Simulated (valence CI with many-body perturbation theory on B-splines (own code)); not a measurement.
**Missing levels of C**

Computed by valence CI with perturbative core correlation (CI+MBPT): four valence electrons over a frozen Dirac-Fock core [He], radial functions for each j: 11 s, 11 p, 9 d, 7 f, 5 g, 2 h, 1 i, with the one-electron correlation potential Σ1 (screened to all orders), the two-electron term Σ2, the three-electron term Σ3, Breit, model QED; selected single and double excitations, second order for the rest, scaled by the run's own slope (own B-spline code, finite nucleus).

Set against measurement, 36 paired levels are off by 37 cm⁻¹ on average, the worst by 83. These come from a selection out of the NIST Handbook of Basic Atomic Spectroscopic Data. Levels without a partner in it may be off by more. Among the levels kept, up to 900 cm⁻¹ of a level comes from second order outside the variational space, and about a tenth of that is noise between levels of different J, which matters for small intervals.

| Level | E (cm⁻¹) |
| --- | --- |
| 2s²2p² ³P_0 | 0.0 |
| 2s²2p² ³P_1 | ? |
| 2s²2p² ³P_2 | 55.8 |
| 2s²2p² ¹D_2 | ? |
| 2s²2p² ¹S_0 | 21731 |
| 2s2p³ ⁵S°_2 | 33675 |
| 2s²2p3s ³P°_0 | 60282 |
| 2s²2p3s ³P°_1 | 60306 |
| 2s²2p3s ³P°_2 | 60342 |
| 2s²2p3s ¹P°_1 | 61940 |
| 2s2p³ ³D°_1 | ? |
| 2s2p³ ³D°_2 | ? |
| 2s2p³ ³D°_3 | 64106 |
| 2s²2p3p ¹P_1 | 68819 |
| 2s²2p3p ³D_1 | ? |
| 2s²2p3p ³D_2 | 69672 |
| 2s²2p3p ³D_3 | 69696 |
| 2s²2p3p ³S_1 | ? |
| 2s²2p3p ³P_0 | 71302 |
| 2s²2p3p ³P_1 | 71321 |

(1) The levels stand in rising order. What does the calculation give for the missing energies?

Results:

(1) 2s²2p² ³P_1 18.7; 2s²2p² ¹D_2 10253; 2s2p³ ³D°_1 64100; 2s2p³ ³D°_2 64103; 2s²2p3p ³D_1 69651; 2s²2p3p ³S_1 70702.
